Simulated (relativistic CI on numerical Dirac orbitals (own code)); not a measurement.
**Line list: Forbidden lines, Tc¹⁵⁺**

Calculated at this level of theory: Dirac-Coulomb-Breit CI, separate exchange-only KLI orbitals for each configuration, model QED (radiative potential, 1s self-energy scaled to tabulated hydrogen-like ionisation energies), unscaled Slater integrals (own radial code, finite nucleus).

Configuration list (outside the closed core [Ne]): 3s²3p⁶3d¹⁰, 3s²3p⁶3d⁹4s, 3s²3p⁶3d⁹4p, 3s²3p⁶3d⁹4d, 3s²3p⁶3d⁸4s², 3s²3p⁶3d⁹4f, 3s²3p⁶3d⁸4s4p, 3s²3p⁶3d⁹5s, 3s²3p⁵3d¹⁰4s, 3s²3p⁶3d⁸4p², 3s²3p⁶3d⁹5p, 3s²3p⁶3d⁸4s4d, 3s²3p⁵3d¹⁰4p, 3s²3p⁶3d⁹5d, 3s²3p⁶3d⁸4p4d, 3s²3p⁶3d⁹5f, 3s²3p⁶3d⁹5g, 3s²3p⁶3d⁹6s, 3s²3p⁵3d⁹4s², 3s²3p⁶3d⁹6p, 3s²3p⁶3d⁸4d², 3s²3p⁵3d¹⁰4d, 3s²3p⁶3d⁹6d, 3s²3p⁵3d⁹4s4p, 3s3p⁶3d¹⁰4s, 3s²3p⁵3d⁹4p², 3s3p⁶3d¹⁰4p, 3s²3p⁵3d¹⁰4f, 3s²3p⁵3d⁹4s4d, 3s3p⁶3d⁹4s², 3s²3p⁵3d¹⁰5s, 3s²3p⁵3d⁹4p4d, 3s3p⁶3d⁹4s4p, 3s²3p⁵3d¹⁰5p, 3s3p⁶3d¹⁰4d, 3s²3p⁴3d¹⁰4s². Levels of other configurations are missing.

| λ vac (nm) | Lower | Upper | Type | A (s⁻¹) | log gf |
| --- | --- | --- | --- | --- | --- |
| 4.5988 | 3s²3p⁶3d⁹4s ³D2 [3] | 3s²3p⁶3d⁸4s² ¹S0 [194] | E2 | 1.32e+07 | -5.38 |
| 4.6640 | 3s²3p⁶3d⁹4s ¹D2 [5] | 3s²3p⁶3d⁸4s² ¹S0 [194] | E2 | 4.87e+07 | -4.80 |
| 4.8473 | 3s²3p⁶3d⁹4s ³D2 [3] | 3s²3p⁶3d⁸4s² ³P0 [166] | E2 | 3.47e+07 | -4.91 |
| 4.8668 | 3s²3p⁶3d⁹4p ³F°3 [7] | 3s²3p⁶3d⁸4s4p ³H°5 [239] | E2 | 1.44e+07 | -4.25 |
| 4.8752 | 3s²3p⁶3d⁹4p ³D°3 [13] | 3s²3p⁶3d⁸4s4p ³G°5 [265] | E2 | 8.36e+06 | -4.48 |
| 4.8764 | 3s²3p⁶3d⁹4s ³D3 [2] | 3s²3p⁶3d⁸4s² ³P2 [163] | E2 | 1.71e+07 | -4.52 |
| 4.8795 | 3s²3p⁶3d⁹4s ¹D2 [5] | 3s²3p⁶3d⁸4s² ¹G4 [177] | E2 | 2.37e+07 | -4.12 |
| 4.8873 | 3s²3p⁶3d⁹4p ³F°4 [10] | 3s²3p⁶3d⁸4s4p ³H°6 [254] | E2 | 1.77e+07 | -4.08 |
| 4.8914 | 3s²3p⁶3d⁹4s ¹D2 [5] | 3s²3p⁶3d⁸4s² ¹D2 [175] | E2 | 3.04e+07 | -4.26 |
| 4.9450 | 3s²3p⁶3d⁹4s ³D3 [2] | 3s²3p⁶3d⁸4s² ³F3 [161] | E2 | 1.02e+07 | -4.58 |
| 4.9506 | 3s²3p⁶3d⁹4s ³D1 [4] | 3s²3p⁶3d⁸4s² ³P2 [163] | E2 | 1.60e+07 | -4.53 |
| 4.9546 | 3s²3p⁶3d⁹4s ³D2 [3] | 3s²3p⁶3d⁸4s² ³F2 [162] | E2 | 2.75e+07 | -4.30 |
| 5.0131 | 3s²3p⁶3d⁹4s ³D3 [2] | 3s²3p⁶3d⁸4s² ³F4 [156] | E2 | 2.70e+07 | -4.04 |
| 5.0293 | 3s²3p⁶3d⁹4p ³F°4 [10] | 3s²3p⁶3d⁸4s4p ³G°5 [218] | E2 | 1.23e+07 | -4.29 |
| 5.0958 | 3s²3p⁶3d⁹4p ³F°4 [10] | 3s²3p⁶3d⁸4s4p ⁵F°5 [207] | E2 | 6.08e+06 | -4.58 |
| 5.1227 | 3s²3p⁶3d⁹4p ³F°4 [10] | 3s²3p⁶3d⁸4s4p ⁵G°6 [202] | E2 | 2.94e+05 | -5.82 |
| 5.1389 | 3s²3p⁶3d⁹4p ³D°3 [13] | 3s²3p⁶3d⁸4s4p ⁵F°5 [207] | E2 | 3.36e+05 | -5.83 |
| 5.1684 | 3s²3p⁶3d¹⁰ ¹S0 [1] | 3s²3p⁶3d⁹4s ¹D2 [5] | E2 | 1.75e+07 | -4.46 |
| 5.2508 | 3s²3p⁶3d¹⁰ ¹S0 [1] | 3s²3p⁶3d⁹4s ³D2 [3] | E2 | 1.27e+07 | -4.58 |
| 395.52 | 3s²3p⁶3d⁹4s ³D2 [3] | 3s²3p⁶3d⁹4s ³D1 [4] | M1 | 3.74e+02 | -5.58 |

Terms are leading LS components. Brackets give the number of a level in order of energy, since labels repeat. The list gives strong lines, with weight on those to low levels, among the lowest 400 of 2327 levels, so that lines to higher ones, which can be the strongest, are missing. Levels whose partners in the same complex of configurations lie outside the list can be far off, and so can their lines. Rates are taken at the computed energies, electric ones in the length gauge.

At this charge energies of transitions that change n are usually good to better than 1 %, and those within a shell (Δn = 0) to a few per cent.

LS names give the leading component of a level, which can be under half, so a name can repeat, a term be missing and a line seem to break the LS rules.
